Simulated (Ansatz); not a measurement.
Born–Oppenheimer molecular dynamics of GeH$_{4}$O$_{2}$ (7 atoms, charge 0, multiplicity 1). It starts at the highest image of a converged band. Of that band: Neighbouring images differ by up to 2.0 eV, so the band resolves the path poorly. A vibrational analysis at the climbing image gives one clearly imaginary mode, 1162i cm⁻¹: a first-order saddle point.

Theory: RKS PBE/def2-SVP (Ansatz).

- ensemble: NVE (velocity Verlet)
- time step: 0.5 fs
- steps asked: 200
- starting velocities drawn for: 100 K
- seed: 7771

Frames 5 fs apart, positions in Å, forces in eV/Å.

Velocities at 40.0 fs (Å/ps):

```
Ge -1.62 0.14 -5.40
O 8.56 -0.32 19.84
H -13.08 14.72 16.40
H -58.19 -22.11 -13.11
H 21.62 4.64 5.91
O 1.70 -0.66 2.20
H 3.76 7.95 30.11
```

```xyz
7
Properties=species:S:1:pos:R:3:forces:R:3 time_fs=40.0 energy_less_start_eV=-0.776 T=1297
Ge 0.184 -0.005 -0.422 -0.23 -0.29 0.50
O 0.949 0.243 2.026 0.45 -0.20 1.61
H 0.476 -0.563 2.410 0.86 1.37 -0.15
H 1.441 0.757 2.770 -1.19 -1.44 -1.52
H -0.934 0.693 0.530 -0.24 0.39 -0.42
O -0.695 -1.636 -0.174 0.27 0.37 -0.20
H -1.570 -1.366 0.166 0.08 -0.19 0.17
7
Properties=species:S:1:pos:R:3:forces:R:3 time_fs=45.0 energy_less_start_eV=-0.852 T=1413
Ge 0.175 -0.005 -0.448 0.00 -0.40 0.32
O 0.985 0.228 2.111 1.50 1.68 0.76
H 0.439 -0.439 2.500 -1.03 -1.26 0.58
H 1.246 0.779 2.917 -0.32 -0.66 -1.42
H -0.865 0.763 0.519 -0.36 0.29 -0.24
O -0.688 -1.635 -0.163 0.29 0.58 -0.11
H -1.497 -1.367 0.310 -0.08 -0.23 0.11
7
Properties=species:S:1:pos:R:3:forces:R:3 time_fs=50.0 energy_less_start_eV=-0.889 T=1468
Ge 0.167 -0.006 -0.473 -0.15 -0.10 0.41
O 1.023 0.215 2.199 -1.20 -1.32 1.11
H 0.339 -0.408 2.613 0.97 0.61 -1.02
H 1.110 0.800 2.975 0.31 0.51 -0.27
H -0.871 0.895 0.445 -0.05 -0.10 -0.28
O -0.677 -1.625 -0.152 -0.21 0.65 0.48
H -1.417 -1.428 0.472 0.32 -0.27 -0.42
7
Properties=species:S:1:pos:R:3:forces:R:3 time_fs=55.0 energy_less_start_eV=-0.816 T=1361
Ge 0.158 -0.008 -0.497 -0.09 0.19 0.31
O 1.056 0.188 2.295 0.37 2.45 1.69
H 0.314 -0.358 2.580 -0.49 -0.41 0.21
H 1.003 0.984 2.994 0.11 -2.21 -2.19
H -0.895 1.008 0.308 0.07 -0.29 -0.12
O -0.667 -1.607 -0.137 0.53 0.22 -0.07
H -1.316 -1.534 0.575 -0.50 0.05 0.18
7
Properties=species:S:1:pos:R:3:forces:R:3 time_fs=60.0 energy_less_start_eV=-0.843 T=1398
Ge 0.149 -0.009 -0.520 0.24 0.22 -0.02
O 1.088 0.173 2.398 -0.06 -3.01 -1.56
H 0.267 -0.355 2.558 0.58 0.45 0.00
H 0.940 0.980 2.829 -0.60 2.48 1.23
H -0.908 1.059 0.145 -0.09 -0.13 0.20
O -0.653 -1.585 -0.119 -0.25 -0.23 0.86
H -1.269 -1.639 0.654 0.18 0.22 -0.73
7
Properties=species:S:1:pos:R:3:forces:R:3 time_fs=65.0 energy_less_start_eV=-0.604 T=1034
Ge 0.141 -0.009 -0.543 0.40 0.22 -0.15
O 1.123 0.143 2.495 -1.95 3.17 0.35
H 0.240 -0.316 2.542 0.69 0.28 0.03
H 0.794 1.166 2.689 1.14 -3.46 -0.70
H -0.942 1.077 0.027 -0.16 -0.04 0.34
O -0.638 -1.566 -0.094 0.60 -0.36 -0.24
H -1.242 -1.697 0.642 -0.71 0.19 0.37
7
Properties=species:S:1:pos:R:3:forces:R:3 time_fs=70.0 energy_less_start_eV=-0.620 T=1059
Ge 0.134 -0.008 -0.566 0.10 0.44 -0.05
O 1.141 0.138 2.588 1.29 -3.59 -0.03
H 0.281 -0.294 2.551 -0.44 -1.10 0.11
H 0.810 0.975 2.503 -0.99 4.72 -0.34
H -1.005 1.080 -0.016 0.12 -0.21 0.21
O -0.619 -1.553 -0.066 -0.30 -0.69 0.70
H -1.309 -1.693 0.627 0.22 0.42 -0.59
7
Properties=species:S:1:pos:R:3:forces:R:3 time_fs=75.0 energy_less_start_eV=-0.533 T=927
Ge 0.127 -0.006 -0.590 -0.01 0.38 0.10
O 1.157 0.123 2.678 -2.55 2.29 -1.88
H 0.302 -0.432 2.575 1.50 1.16 0.17
H 0.833 1.093 2.284 0.93 -3.40 1.47
H -1.044 1.038 -0.009 0.19 -0.19 0.08
O -0.601 -1.549 -0.032 0.23 -0.49 0.06
H -1.388 -1.602 0.533 -0.28 0.26 0.01
7
Properties=species:S:1:pos:R:3:forces:R:3 time_fs=80.0 energy_less_start_eV=-0.547 T=951
Ge 0.120 -0.003 -0.613 0.23 0.03 0.07
O 1.157 0.126 2.751 3.21 -2.86 3.13
H 0.455 -0.467 2.625 -2.02 -1.64 -0.36
H 0.968 0.840 2.255 -1.29 4.53 -2.94
H -1.046 0.955 0.017 -0.07 0.07 0.04
O -0.582 -1.552 0.005 -0.57 -0.13 0.22
H -1.477 -1.454 0.412 0.50 0.00 -0.17
7
Properties=species:S:1:pos:R:3:forces:R:3 time_fs=85.0 energy_less_start_eV=-0.401 T=723
Ge 0.114 0.000 -0.636 0.41 -0.21 0.17
O 1.173 0.119 2.834 -2.18 0.52 -3.00
H 0.448 -0.607 2.627 1.72 1.94 0.33
H 0.984 0.860 2.072 0.38 -2.43 2.52
H -1.062 0.886 0.053 -0.17 0.20 -0.05
O -0.570 -1.558 0.045 -0.33 0.33 -0.27
H -1.491 -1.298 0.265 0.17 -0.34 0.31
7
Properties=species:S:1:pos:R:3:forces:R:3 time_fs=90.0 energy_less_start_eV=-0.360 T=656
Ge 0.109 0.003 -0.658 0.09 -0.22 0.43
O 1.175 0.116 2.896 2.22 0.47 2.71
H 0.597 -0.559 2.667 -2.17 -3.04 -0.32
H 1.034 0.639 2.154 -0.12 2.57 -2.48
H -1.111 0.858 0.073 0.10 0.05 -0.30
O -0.562 -1.559 0.080 0.17 0.56 -0.62
H -1.470 -1.222 0.195 -0.30 -0.39 0.59
7
Properties=species:S:1:pos:R:3:forces:R:3 time_fs=95.0 energy_less_start_eV=-0.372 T=676
Ge 0.105 0.005 -0.679 -0.19 -0.37 0.62
O 1.185 0.111 2.965 -1.70 -0.83 -2.87
H 0.612 -0.738 2.723 1.48 2.27 0.49
H 1.089 0.672 2.085 0.18 -1.44 2.27
H -1.141 0.846 0.026 0.15 0.09 -0.35
O -0.553 -1.551 0.106 -0.34 0.76 -0.57
H -1.482 -1.245 0.253 0.42 -0.47 0.40
```

Of the whole run (100 fs, mean temperature of the second half 1057 K): The conserved energy stayed within 0.94 meV per atom of its start (net change -0.64 meV per atom), so the integration is sound. The kinetic energy rose, since the run started high on the potential surface and went downhill. It ends in pieces (GeH2O + H2O), so much of that is their flight and rotation, not heat. A run of 0.1 ps of so small a system gives no equilibrium averages. The orbitals stay closed-shell, which can raise the energy where a bond breaks towards radicals; this wasn't checked here.

Time of the run: 5.8 min on 1 thread of Arm Neoverse V2 (shared host), peak memory 0.14 GiB.
